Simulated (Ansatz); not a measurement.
A nudged elastic band was laid between two geometries of C4H8OSi (14 atoms, charge 0, multiplicity 1).

Method: Ansatz, RKS PBE0-D4/def2-SVP.

```
movable images  : 5
climbing image  : yes
spring          : 5.0 eV/Å²
optimiser       : quadratic models (default)
start path      : through a guess of the saddle point
force threshold : 0.05 eV/Å
iteration limit : 60
end points      : relaxed
```

Initial state:

```xyz
14
Properties=species:S:1:pos:R:3
C -0.427 -2.727 1.349
O -0.425 -1.340 1.150
C 0.012 -0.940 -0.069
C 0.554 0.237 -0.300
C 1.013 1.433 -0.578
Si -0.123 2.868 -0.993
H -0.899 -2.916 2.322
H -1.007 -3.251 0.566
H 0.597 -3.142 1.364
H -0.133 -1.647 -0.900
H 2.101 1.604 -0.557
H 0.224 3.431 -2.336
H -1.537 2.395 -0.999
H 0.037 3.966 0.011
```

Final state:

```xyz
14
Properties=species:S:1:pos:R:3
C -0.356 -1.851 1.423
O -0.461 -2.324 0.108
C -0.032 -1.485 -0.858
C 0.494 -0.286 -0.699
C 0.964 0.935 -0.588
Si -0.155 2.442 -0.591
H -0.744 -2.639 2.082
H 0.693 -1.634 1.689
H -0.947 -0.929 1.567
H -0.153 -1.913 -1.858
H 2.051 1.082 -0.485
H 0.227 3.378 -1.694
H -1.571 2.005 -0.768
H -0.022 3.189 0.700
```

Which bonds break or form, and what moves?

No bond is made or broken. The dihedral C1–O2–C3–C4 goes from -154 to 1°.

What energy profile does the band end with?

It converged. The highest image is number 3 of 0 to 6, 0.096 eV above the first end and 0.253 eV above the last; the last end lies 0.157 eV below the first. A vibrational analysis at the climbing image gives one clearly imaginary mode, 94i cm⁻¹: a first-order saddle point.

| image | path coordinate (Å) | energy (eV) | dihedral C1–O2–C3–C4 (°) |
| --- | --- | --- | --- |
| 0 | 0.00 | 0.000 | -154 |
| 1 | 1.00 | 0.018 | -134 |
| 2 | 1.99 | 0.066 | -110 |
| 3 | 2.99 | 0.096 | -81 |
| 4 | 4.18 | 0.013 | -38 |
| 5 | 5.36 | -0.117 | -10 |
| 6 | 6.53 | -0.157 | 1 |

What is the geometry of the highest image?


```xyz
14
Properties=species:S:1:pos:R:3
C -0.193 -2.361 1.471
O -0.997 -1.731 0.505
C -0.321 -1.186 -0.549
C 0.273 -0.013 -0.505
C 0.834 1.171 -0.492
Si -0.119 2.736 -0.904
H -0.866 -2.762 2.241
H 0.392 -3.194 1.039
H 0.508 -1.651 1.944
H -0.312 -1.778 -1.476
H 1.895 1.249 -0.211
H 0.676 3.579 -1.849
H -1.426 2.373 -1.522
H -0.357 3.539 0.336
```

What are the harmonic wavenumbers there?

94i, 82, 92, 151, 179, 221, 401, 430, 565, 636, 670, 768, 793, 878, 918, 936, 951, 983, 1089, 1173, 1191, 1215, 1280, 1412, 1460, 1472, 1486, 2074, 2226, 2229, 2256, 3015, 3095, 3132, 3142, 3169 cm⁻¹.

The run took 10 min on 2 threads of Arm Neoverse V1 (shared host), peak memory 0.34 GiB.
